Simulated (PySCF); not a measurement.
## TiI₂, singlet: structure and spectrum

All numbers come from PBE0/[Ti def2-TZVP, I def2-TZVP with ECP28], scalar-relativistic core potentials, density fitting, no spin–orbit coupling, PySCF.

The structure is a minimum.

Z-matrix (Å, degrees; charge 0 multiplicity 1):
```
Ti
I  1 2.6268
I  1 2.6268 2 180.00
```

| Item | Value |
| --- | --- |
| Point group | D∞h |
| Bond lengths | Ti–I 2.627 Å (×2) |
| Bond angles | I–Ti–I 180.0° |
| Zero-point energy | 3.3 kJ/mol |
| Heat capacity Cp at 298.15 K | 60.4 J/(mol K) |
| Principal quadrupole moments (Buckingham, traceless) about the centre of mass | -11.87, 5.93, 5.93 D Å |
| Principal polarisabilities | 71.8, 71.8, 151.7 bohr³ |
| Rotational symmetry number | 2 |
| Highest occupied level | -5.34 eV |
| Enthalpy at 298.15 K above 0 K | 15.93 kJ/mol |
| Dipole moment | 0.00 D |
| Entropy at 298.15 K and 1 bar | 328.2 J/(mol K) |
| Lowest empty level | -3.10 eV |
| Atomisation energy without zero-point energy | 569 kJ/mol |
| Rotational constants | 0.009626 cm⁻¹ |

Harmonic modes (masses in u: Ti 47.948, I 126.904):
```
symmetry  ω (cm⁻¹)  IR (km/mol, summed over degenerate members)
      πu        36                                         20.6
     σg+       144                                          0.0
     σu+       334                                          164
```

In D∞h the vibrations span πu + σg+ + σu+. The σg+ mode carries no infrared intensity, as symmetry demands. With a centre of inversion only u modes can be infrared active and only g modes Raman active.

Charges (e):
```
atom  Mulliken  Löwdin  polar tensor  Mayer order to Ti1
 Ti1      0.72   -0.14          1.30                   –
I2,3     -0.36    0.07         -0.65                1.06
```

Mulliken populations on Ti1: s 6.29, p 12.28, d 2.70, f 0.01.

Outer orbital energies (eV). occupied: -18.89, -9.39, -8.31, -7.99, -7.99, -7.80, -7.80, -5.34; empty: -3.10, -2.31, -2.31, -1.56.

Formally Ti is in oxidation state +2, d2, with 0 unpaired electrons (the high-spin count would be 2). The polar-tensor charge on Ti, 1.30, is below the formal one.

Stability towards spin polarisation was not tested. Only a few start shapes were tried, so a lower isomer may exist.

The final relaxation and frequency run took about 7 core-minutes on a shared host.
